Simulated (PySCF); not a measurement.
**NMR problem set**

- GFN2-xTB geometry
- GIAO PBE0/pcSseg-1 shieldings
- program: PySCF 2.14
- non-relativistic Hamiltonian, no solvent, rapidly exchanging positions averaged, single conformer

δ = σ(ref) − σ, references computed at the same level: $^{1}$H, $^{13}$C against TMS. Splittings of carbon signals by F and P are missing where no couplings were computed. Where no couplings were computed, multiplicities follow the n + 1 count of equivalent neighbours, and m marks all less simple cases (inequivalent or close neighbours, rings, F or P nearby). Shifts are as computed. Against solution values, carbons near 30 ppm lie about +3 ppm off and those near 130 ppm about +5 ppm. Of 1309 compounds with measured shifts, 239 miss one by over three times the rms of a fit or turn the order of signals round; such compounds aren't used in these exercises. OH and NH positions are gas-phase values without hydrogen bonding to other molecules.

**Question.** C4H13NOSi. $^{1}$H NMR (400 MHz, computed): δ 5.04 (s, 2H), 1.41 (s, 9H), 0.31 (br s, 2H). $^{13}$C{$^{1}$H} NMR (computed): δ 72.8 (C), 33.2 (CH3). Identify the compound.

**Answer.** SMILES CC(C)(C)O[SiH2]N. Rings plus π bonds: 0. 2 carbon signals for 4 carbons: some carbons are equivalent by symmetry or fast rotation. Carbon types of the structure: 1 × C, 3 × CH3, leaving 4 H on heteroatoms. δC 72.8: fully substituted sp3 carbon bonded to O; the inductive effect lowers its shielding. δC 33.2: methyl carbon; a saturated carbon with 1 carbon neighbour and no heteroatom attached. δH 5.04: hydrogen on a silicon bonded to N, O. δH 0.31: hydrogen on a nitrogen bonded to Si; exchangeable, gas-phase position.

This is the structure that produced the data.

**Question.** C7H7F3. $^{1}$H NMR (400 MHz, computed): δ 6.13 (m, 1H), 6.07 (m, 1H), 6.05 (m, 1H), 5.84 (m, 1H), 2.12 (s, 3H). $^{13}$C{$^{1}$H} NMR (computed): δ 139.2 (CH), 124.5 (CH2), 121.4 (CH), 97.3 (C), 93.0 (C), 79.5 (C), 4.6 (CH3). What is it?

**Answer.** `InChI=1S/C7H7F3/c1-3-5-7(10,4-2)6(8)9/h4,6H,2H2,1H3/t7-/m1/s1`. The formula gives 3 degrees of unsaturation (no ring in the answer). 7 carbon signals for 7 carbons: no two carbons are equivalent. Carbon types of the structure: 3 × C, 2 × CH, 1 × CH2, 1 × CH3, which accounts for all hydrogens. δC 124.5: terminal =CH2 carbon; the olefinic region. δC 121.4: sp3 CH bonded to 2 F; 2 electronegative neighbours deshield it. δC 97.3, 79.5: alkyne carbon; sp carbons lie upfield of alkene carbons because the cylindrical π system leaves one tensor component strongly shielded. δC 93.0: allylic fully substituted sp3 carbon bonded to F; the inductive effect lowers its shielding.

The shifts were computed for this structure.
